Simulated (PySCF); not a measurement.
A structure optimised at ωB97X-D3(BJ)/def2-SVP, used in a PySCF frequency run:

```
Ti
Cl 1 2.1745
Cl 1 2.1955 2 98.10
Cl 1 2.1955 2 98.10 3 120.00
Cl 1 2.1955 2 98.10 3 -120.00
N 1 2.2657 3 81.90 2 180.00
H 6 1.0211 1 110.65 3 -60.00
H 6 1.0211 7 108.27 1 -121.42
H 6 1.0211 7 108.27 8 -117.17
```
Charge 0, spin multiplicity 1.

Problem. Write its SMILES, formula and point group.

Solution. [NH3]->[Ti]([Cl])([Cl])([Cl])[Cl], Cl₄H₃NTi, C3v

Problem. What are its rotational constants (standard atomic weights)?

Solution. 1.0003, 0.96616, 0.96616 GHz
